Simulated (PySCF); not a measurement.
NiCl and its ions

PBE0; basis Ni def2-TZVPPD, Cl def2-TZVPPD; no relativity; PySCF 2.14. Neutral (UKS): doublet (π ↑), Re = 2.079 Å, ωe = 406 cm⁻¹, HOMO -6.70 eV, LUMO -2.95 eV.

NiCl⁻ (UKS): triplet (σ ↑, π ↑), Re = 2.215 Å, ωe = 291 cm⁻¹. The energies at the minima are -1968.17647 hartree for NiCl and -1968.22396 for NiCl⁻.

(1) Work out the adiabatic electron affinity, without and with harmonic zero-point energies (1 hartree = 27.2114 eV, 1 eV = 8065.5 cm⁻¹), and the change of the bond length.

De is left out where the level can put another filling of the metal’s s and d shells below the measured ground configuration, by anything from nothing to about 1 eV. The highest Kohn–Sham level is positive in this anion. Much of that is self-interaction error, but it also means that the finite basis helps to hold the extra electron. The state is the lowest single determinant that the PBE0 search found; with open d or f shells the true ground state can be another one.

Results:

(1) At PBE0: 0.04749 hartree = 1.292 eV between the minima; the zero-point term (406.0 − 291.0)/2 cm⁻¹ = +0.007 eV makes it 1.299 eV. Re changes by +13.6 pm against the neutral. The electron enters a σ orbital; in so polar a molecule the change of length follows mostly from the change of the ionic charges.
